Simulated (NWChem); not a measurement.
Species: C4H4F2; SMILES C=CC=C(F)F

```xyz
10

C      0.1640    -2.7357     0.0000
C     -0.3017    -1.4789     0.0000
C      0.5379    -0.2963     0.0000
C      0.0600     0.9499     0.0000
F      0.7996     2.0298     0.0000
F     -1.2125     1.2656     0.0000
H      1.2372    -2.9492     0.0000
H     -0.5156    -3.5904     0.0000
H     -1.3837    -1.3093     0.0000
H      1.6251    -0.3978     0.0000
```
Atoms are numbered in this order, from 1.

Level: PBE0/def2-SVP (NWChem), optimised geometry, unscaled harmonic frequencies. 

```csv
frequency (cm⁻¹),IR intensity (km/mol)
139,0.0
173,1.9
235,0.3
390,0.1
493,9.2
619,4.8
621,0.7
684,12.6
861,8.8
917,25.6
928,52.1
1015,74.1
1034,18.5
1210,1.9
1242,69.9
1309,25.4
1400,150.4
1448,64.2
1716,2.8
1822,403.7
3168,2.9
3192,2.2
3234,5.0
3275,4.2
```

The zero-point energy is 44.5 kcal/mol and the thermal correction to the enthalpy at 298.15 K (with zero-point energy) is 48.7 kcal/mol. The heat capacity Cv is 20.1 cal/(mol K), the entropy at 298.15 K and 1 atm (symmetry number 1) is 76.7 cal/(mol K) and the dipole moment is 0.79 D.

Rigid rotor and harmonic oscillator.
